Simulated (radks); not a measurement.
Results of a calculation; reference values are marked as such.
Coulomb parameter of the 4f shell of the praseodymium ion Pr3+ in the model configuration [Xe] 4f1 6s1, as a second difference U = [E(n + 0.25) + E(n - 0.25) - 2 E(n)] / (0.25)^2 with all orbitals relaxed. "Bare": the charge of the atom changes with n. "Screened": the 6s shell takes up the change at fixed total charge, which measures U(4f,4f) + U(6s,6s) - 2 U(4f,6s). Level of theory: Dirac Kohn-Sham, PBE, spin-unpolarised, spherical densities, point nucleus; open shells are shared between the two j in proportion to 2j + 1 (a radial shooting solver on a logarithmic mesh with Libxc functionals).

case                 configuration  E - E(n) (eV)
start                 [Xe] 4f1 6s1          0.000
bare +0.25         [Xe] 4f1.25 6s1         -9.291
bare -0.25         [Xe] 4f0.75 6s1         10.481
screened +0.25  [Xe] 4f1.25 6s0.75         -3.802
screened -0.25  [Xe] 4f0.75 6s1.25          4.314

U(bare) = 19.033 eV, U(screened by 6s) = 8.193 eV.
